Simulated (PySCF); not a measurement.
C4H4F3NO.
Atom-mapped SMILES: `[H]/[N:4]=[CH:3]/[C:2](=[CH2:1])[O:5][C:6]([F:7])([F:8])[F:9]` (hydrogens: H10, H11 on C1; H12 on C3; H13 on N4)

Computed geometry: GFN2-xTB, gas phase.

What internal coordinates does the optimisation give?

```
        bond  length (bohr)
       C1=C2          2.506
       C2–C3          2.768
       C3=N4          2.377
       C2–O5          2.659
       O5–C6          2.493
       C6–F7          2.510
C6–F8, C6–F9          2.539
      C1–H10          2.031
      C1–H11          2.031
      C3–H12          2.071
      N4–H13          1.922
```

Bonds in one row agree within 0.02 bohr and their mean is given. A selection of angles:
```
    angle  degrees
 C1–C2–C3    123.9
 C1–C2–O5    126.1
 C3–C2–O5    110.0
 C2–C3–N4    120.4
 C2–O5–C6    119.9
 O5–C6–F7    108.8
 O5–C6–F8    114.1
 F7–C6–F8    106.8
 F8–C6–F9    105.6
H13–N4–C3    115.3
```

Torsions: C1–C2–C3–N4 0° (synperiplanar); C1–C2–O5–C6 0° (synperiplanar); C2–O5–C6–F7 180° (antiperiplanar); H13–N4–C3–C2 180° (antiperiplanar).

The C–C distances run from 1.326 Å (C1=C2, drawn double) to 1.465 Å (C2–C3, drawn single), a spread of 0.139 Å. N4 (imine nitrogen) is bent (angle 115.3°). The 2 C–O bonds span 1.319 Å (O5–C6, drawn single) to 1.407 Å (C2–O5, drawn single), a spread of 0.088 Å. Of the pairs four or more bonds apart, N4···H10 is among the closest relative to their van der Waals radii: 2.51 Å, 91 % of the sum of Bondi's values.

Point group: Cs (every atom within 0.08 Å of its image). No GFN2-xTB frequencies stand behind this structure, so it isn't proved a minimum. One conformer, not necessarily the lowest.
